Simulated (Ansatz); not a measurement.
Si(eta1-allyl)H3 (C₃H₈Si). Charge 0, multiplicity 1. Geometry r2SCAN-D4/def2-SVP, basis def2-TZVP, Ansatz.

```tsv
run	HOMO (eV)	LUMO (eV)
A	-8.10	1.14
B	-6.09	-0.94
C	-7.29	0.20
D	-6.27	-0.69
E	-7.17	0.06
F	-8.47	1.18
```

Another isomer (singlet) lies 0.34 eV lower at PBE0-D4/def2-TZVP; other spin states weren't run for this one.

Task: The runs used BHLYP, CAM-B3LYP, PBE, PBE0, r2SCAN, r2SCAN0. Estimate which is which.

Result: A BHLYP (50 % exact exchange); B PBE (0 % exact exchange); C r2SCAN0 (25 % exact exchange); D r2SCAN (0 % exact exchange); E PBE0 (25 % exact exchange); F CAM-B3LYP (range-separated). Exact exchange lowers occupied and raises empty levels; among semilocal functionals meta-GGAs tend to open the gap a little, and such runs are hard to tell apart. The gap grows from 5.15 eV (PBE) to 9.66 eV (CAM-B3LYP).
